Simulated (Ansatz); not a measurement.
CH₅FOSi (`OC(F)[SiH3]`), charge 0, multiplicity 1.

Task: Give a relaxed structure at PBE0-D4/def2-TZVP (the Gaussian-basis code of Ansatz). (An estimate is asked.)

Result: Computed: 
Cartesian coordinates in Å:
```
O 0.6092 1.4017 -0.5643
C 0.4201 0.4339 0.3973
F 1.6450 -0.1467 0.7383
Si -0.7274 -0.9243 -0.3074
H 1.0613 2.1587 -0.1766
H 0.0386 0.8607 1.3353
H -0.1368 -1.4477 -1.5619
H -0.8453 -2.0034 0.7047
H -2.0647 -0.3329 -0.5654
```
This is one stationary point; other conformers may exist.
